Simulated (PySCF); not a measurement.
A calculated (M06-L, PySCF 2.14, 6-31G*, no relativity, point nucleus) atom or ion has these occupied shells.

```
shell  electrons  orbital energy (eV)  rms radius, mean of both spins (bohr)
 1s α          1              -1539.7                                  0.140
 1s β          1              -1539.6                                  0.140
 2s α          1              -133.07                                  0.679
 2s β          1              -132.99                                  0.679
 2p α          3              -92.458                                  0.674
 2p β          3              -92.360                                  0.674
 3s α          1              -24.366                                   2.38
```

Question: Name the element and its charge.

Answer: Al²⁺ (aluminium, charge +2), in [Ne] 3s1, 2S determinant.
